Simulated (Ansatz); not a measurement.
CH$_{6}$AlBSe (`B[Se][AlH][CH3]`), relaxed with RKS PBE-D4/def2-SVP in Ansatz from a rough embedded geometry. The force threshold is 0.03 eV/Å; the program also tests the step.

Charge 0, multiplicity 1.

Start:

```xyz
10

B    -0.243    1.807    1.535
Se   -0.398   -0.057    2.160
Al    0.714   -0.730    0.156
C    -0.297   -1.206   -1.441
H     0.676    2.518    1.848
H    -1.150    2.320    0.913
H     2.326   -0.909    0.146
H    -0.882   -0.269   -1.744
H    -1.080   -2.009   -1.269
H     0.335   -1.465   -2.305
```

```json
{"step": "1", "energy (eV)": "-73730.2947", "largest force (eV/Å)": "1.132", "largest move (Å)": "0.000"}
{"step": "2", "energy (eV)": "-73730.3339", "largest force (eV/Å)": "0.682", "largest move (Å)": "0.093"}
{"step": "3", "energy (eV)": "-73730.3666", "largest force (eV/Å)": "0.114", "largest move (Å)": "0.056"}
{"step": "4", "energy (eV)": "-73730.3716", "largest force (eV/Å)": "0.074", "largest move (Å)": "0.029"}
{"step": "5", "energy (eV)": "-73730.4152", "largest force (eV/Å)": "0.920", "largest move (Å)": "0.194"}
{"step": "6", "energy (eV)": "-73730.4689", "largest force (eV/Å)": "1.299", "largest move (Å)": "0.193"}
{"step": "7", "energy (eV)": "-73730.6394", "largest force (eV/Å)": "0.882", "largest move (Å)": "0.200"}
{"step": "8", "energy (eV)": "-73730.7959", "largest force (eV/Å)": "0.459", "largest move (Å)": "0.193"}
{"step": "9", "energy (eV)": "-73730.9054", "largest force (eV/Å)": "0.330", "largest move (Å)": "0.200"}
{"step": "10", "energy (eV)": "-73730.9767", "largest force (eV/Å)": "0.545", "largest move (Å)": "0.190"}
{"step": "11", "energy (eV)": "-73730.9879", "largest force (eV/Å)": "0.923", "largest move (Å)": "0.195"}
{"step": "12", "energy (eV)": "-73731.1259", "largest force (eV/Å)": "0.511", "largest move (Å)": "0.195"}
{"step": "13", "energy (eV)": "-73731.2178", "largest force (eV/Å)": "0.325", "largest move (Å)": "0.195"}
{"step": "14", "energy (eV)": "-73731.2632", "largest force (eV/Å)": "0.253", "largest move (Å)": "0.195"}
{"step": "15", "energy (eV)": "-73731.2760", "largest force (eV/Å)": "0.107", "largest move (Å)": "0.052"}
{"step": "16 (rejected)", "energy (eV)": "-73731.2757", "largest force (eV/Å)": "0.123", "largest move (Å)": "0.095"}
{"step": "17", "energy (eV)": "-73731.2799", "largest force (eV/Å)": "0.047", "largest move (Å)": "0.046"}
{"step": "18", "energy (eV)": "-73731.2807", "largest force (eV/Å)": "0.035", "largest move (Å)": "0.041"}
{"step": "19 (rejected)", "energy (eV)": "-73731.2807", "largest force (eV/Å)": "0.031", "largest move (Å)": "0.008"}
{"step": "20", "energy (eV)": "-73731.2808", "largest force (eV/Å)": "0.004", "largest move (Å)": "0.004"}
```

End:

```xyz
10

B    -0.362    1.434    1.386
Se   -0.735   -0.206    2.253
Al    0.653   -0.465    0.300
C    -0.215   -0.993   -1.382
H     0.381    1.462    0.363
H    -0.762    2.533    1.695
H     2.225   -0.473    0.574
H    -0.624   -0.112   -1.921
H    -1.062   -1.686   -1.204
H     0.502   -1.495   -2.064
```

Hardware: 4 threads of an Arm Neoverse V2 on a shared host. Wall time 20 s, peak host memory 0.17 GiB.
